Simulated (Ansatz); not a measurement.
Two isomers of CH8B2N2: A = `BNBNC`, B = `CBNBN`.

Gas-phase electronic energies from Ansatz, PBE0-D4/def2-TZVP geometries. CCSD(T)/CBS adds triple-zeta CCSD(T) − MP2 to the extrapolated MP2 energy (def2 sets, frozen cores). DFT in def2-TZVPP. Each species was taken in one conformer, which may not be the lowest.

Problem. Which is lower in electronic energy at CCSD(T)/CBS, and by how much? (An estimate is asked.)

Solution. Ansatz gave: B, by 21.8 kcal/mol.

Problem. Give E(B) − E(A) in kcal/mol with ωB97M-V, CCSD(T)/def2-TZVPP, r2SCAN-D4, B2PLYP, MP2/def2-TZVPP, BLYP-D4, CCSD(T)/def2-SVP. (Best estimate.)

Solution. Ansatz gave: ωB97M-V -22.2, CCSD(T)/def2-TZVPP -21.3, r2SCAN-D4 -22.9, B2PLYP -21.8, MP2/def2-TZVPP -22.1, BLYP-D4 -20.4, CCSD(T)/def2-SVP -19.1. None reverses the order clearly.

Problem. Does the order hold for the free energy at 298.15 K (harmonic terms from PBE0-D4)? (Best estimate.)

Solution. The calculation gave: Yes: G(B) − G(A) = -22.3 kcal/mol, for one conformer each.

Largest T1 diagnostic: 0.013.

Leaving LDA and LC-ωPBE aside and taking each functional with its dispersion term where it has one, the values, not all of them listed here, spread over 3.4 kcal/mol, from B97M-V to BLYP-D4. At CCSD(T), def2-SVP lies +2.7 kcal/mol from the extrapolated value and def2-TZVPP +0.5 kcal/mol.
